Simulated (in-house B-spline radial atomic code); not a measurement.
Settings and results of a run for the argon ion Ar⁴⁺ (an excited or competing configuration). Computed with an all-electron radial atomic-structure program (B-spline basis): Dirac-Hartree-Fock, average of configuration, Fermi nucleus of rms radius 3.4274 fm.

Command:
```bash
python run_scf.py task.json out
```
Settings (nuclear radius in fm, mass in u):
```
Z                18
configuration    [Ne] 3s1 3p2 6g1
hamiltonian      dirac
method           hf
spin_polarised   False
nucleus          fermi
rms_radius       3.4274
atomic_mass      39.96238
speed_of_light   137.035999084
```

Output (hartree, bohr):
```
 radial grid: 75 intervals, B-splines of order 8, outer radius 40.8511 bohr

 iter        energy (Eh)    residual
    1       -518.5082431    4.02e-01
    2       -520.5250052    1.03e-01
    3       -520.6059119    3.98e-02
    4       -520.6181827    1.53e-02
    5       -520.6202442    3.57e-03
    6       -520.6203585    7.65e-05
    7       -520.6203586    2.52e-06
    8       -520.6203586    1.77e-08

 total energy                     -520.620359
 kinetic                            524.36026
 electron-nucleus                 -1202.54107
 electron-electron                  157.56045

 first-order corrections (not in the total)
   Gaunt                            0.14159
   retardation                     -0.01079
   frequency dependence            -0.00015
   self-energy                      0.09327
   Uehling                         -0.00650
   Wichmann-Kroll                   0.00002
   recoil                           0.00587

 orbital      occ     eigenvalue          <r>       <r^2>       <1/r>       r_max    small
 1s1/2      2.000     -122.45319    0.0856059  0.00985817     17.7052     0.05609  4.12e-03
 2s1/2      2.000      -15.57339     0.408646    0.197664     3.59967      0.3366  6.77e-04
 2p1/2      2.000      -12.81184     0.371286    0.170567     3.49284      0.2794  6.46e-04
 2p3/2      4.000      -12.72621     0.373525    0.172483     3.46433      0.2812  6.41e-04
 3s1/2      1.000       -3.83543       1.2221     1.69704     1.13069       1.093  1.44e-04
 3p1/2      0.667       -3.15478      1.28963     1.91171     1.04559       1.139  1.29e-04
 3p3/2      1.333       -3.14396       1.2939     1.92404     1.04091       1.143  1.28e-04
 6g7/2      0.444       -0.34765       8.7792     86.7632    0.139458       9.334  9.32e-06
 6g9/2      0.556       -0.34764      8.77931     86.7654    0.139456       9.334  9.32e-06
```

Cost of the run: 0.95 s on 1 thread of Arm Neoverse V2, with other jobs on the host.

For the Dirac Hamiltonian the kinetic term is c α·p + (β - 1)c².
